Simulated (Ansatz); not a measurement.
Geometry optimisation, Ansatz 0.2.0, UKS revPBE/6-31G.

Input file:

```yaml
crystal:
  periodic: [false, false, false]
  atoms:
    - { symbol: C, position_ang: [-1.8473, 1.0399, -0.8831] }
    - { symbol: B, position_ang: [-0.5604, 1.5869, -0.1964] }
    - { symbol: "N", position_ang: [0.4975, 0.6536, 0.2875] }
    - { symbol: C, position_ang: [0.5852, -0.6231, 0.2207] }
    - { symbol: F, position_ang: [-0.5257, -1.3188, -0.3509] }
    - { symbol: Si, position_ang: [1.9354, -1.5766, 0.8883] }
    - { symbol: H, position_ang: [-2.4376, 0.439, -0.1925] }
    - { symbol: H, position_ang: [-2.4842, 1.9769, -1.1706] }
    - { symbol: H, position_ang: [-1.6453, 0.539, -1.7766] }
    - { symbol: H, position_ang: [1.02525, 1.47813, 0.63855] }
    - { symbol: H, position_ang: [1.6849, -3.0293, 0.7144] }
    - { symbol: H, position_ang: [3.1821, -1.1913, 0.1985] }
    - { symbol: H, position_ang: [2.0368, -1.2852, 2.3095] }
magnetization:
  spin_polarized: true
basis:
  gaussian: { orbitals: "6-31G" }
hamiltonian:
  xc: revpbe
relax:
  f_tol: 0.02
  max_steps: 50
```

Command:

```bash
$ ansatz run input.yaml --threads 2 --pin off --max-ram 3072MiB --backend cpu --events-out ev --progress --plain --runs-dir out
```

**Question.** Where does it end, and by what steps?

**Answer.** It converged. Limits of this set-up: no polarisation functions. After 7 steps the energy has fallen by 1.471 eV; H13 moved furthest, 0.27 Å.

```
step  energy less start (eV)  largest force component (eV/Å)  accepted
   0                  0.0000                           7.742       yes
   1                 -0.9705                           4.031       yes
   2                 -1.3997                           1.299       yes
   3                 -1.3724                           1.118        no
   4                 -1.4587                           0.826       yes
   5                 -1.4670                           0.270       yes
   6                 -1.4703                           0.099       yes
   7                 -1.4705                           0.010       yes
```

```xyz
13
Properties=species:S:1:pos:R:3
C -1.996 1.173 -0.953
B -0.662 1.599 -0.236
N 0.410 0.781 0.267
C 0.592 -0.616 0.270
F -0.480 -1.329 -0.313
Si 2.049 -1.630 0.947
H -2.611 0.529 -0.293
H -2.609 2.043 -1.246
H -1.787 0.577 -1.864
H 1.191 1.275 0.707
H 1.732 -3.084 0.709
H 3.355 -1.257 0.260
H 2.262 -1.373 2.432
```

Whether the end is a true minimum wasn't checked by a vibrational analysis.

Run time: 32 s on 2 threads of Intel(R) Xeon(R) Platinum 8488C (Sapphire Rapids), on a shared host, peak memory 0.25 GiB.
